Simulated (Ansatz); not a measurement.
```xyz
4

C     0.0255    0.0409   -0.5095
O     0.0441    0.0175    0.6891
H    -0.0199   -0.9655   -1.1654
H    -0.0242    0.9040   -1.1079
```

Basis set: 6-31G (spherical functions). Frozen core: 2 orbitals. Charge 0, multiplicity 1.

Computed with Ansatz (development build ahead of 0.2.0); each method stands on the lowest determinant of its kind that the runs found. Restricted open shells among the atoms or ions are ROHF, correlated in semicanonical orbitals with singles.

Task: Give the atomization energy at this shape (free ground-state atoms in the same class of orbitals less the molecule, no zero-point energy) of singlet CH₂O by RHF-MP2, RHF.

Result:

| method | atomization energy |
| --- | --- |
| RHF-MP2 | 308.07 kcal/mol |
| RHF | 218.22 kcal/mol |

This basis has no polarisation functions and is too small for such energies, which can lie far from measured ones in either direction.
